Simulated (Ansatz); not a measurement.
`F[CH2][Zn][F]`. Total charge 0; spin multiplicity 1.

```xyz
6

F    -0.2016   -0.9067    1.4727
C    -0.6099   -0.2283    0.3291
Zn    0.9391    0.4334   -0.6413
F     2.3345    1.0289   -1.5144
H    -1.1968   -0.9186   -0.2832
H    -1.2653    0.5912    0.6370
```

(1) What are the harmonic wavenumbers in cm⁻¹ at PBE0-D4/def2-TZVP (Ansatz, finite differences of forces, unscaled)? (Best estimate.)

(2) Is this a minimum?

(3) Give the ideal-gas thermochemistry at 298.15 K and 1 bar (rigid rotor, harmonic oscillator; point group Cs, symmetry number 1).

(4) And at 400, 500, 600, 800 and 1000 K?

(5) Rotational constants (cm⁻¹)?

## Answers

(1) Computed: 106, 141, 258, 539, 692, 702, 1046, 1251, 1276, 1466, 3052, 3109.

(2) Yes, all 12 modes are real.

(3) Zero-point energy 81.6 kJ/mol; H(298) − E = 97.6 kJ/mol; entropy 312.2 J/(mol·K), of which translation 168.3, rotation 105.7, vibration 38.3; G(298) − E = 4.6 kJ/mol.

(4) 
| T (K) | H − E (kJ/mol) | S (J/mol/K) | G − E (kJ/mol) |
| --- | --- | --- | --- |
| 400 | 105.5 | 334.7 | -28.4 |
| 500 | 114.0 | 353.7 | -62.9 |
| 600 | 123.2 | 370.5 | -99.1 |
| 800 | 143.3 | 399.3 | -176.2 |
| 1000 | 164.8 | 423.3 | -258.5 |

(5) 0.9766, 0.07466, 0.07027.
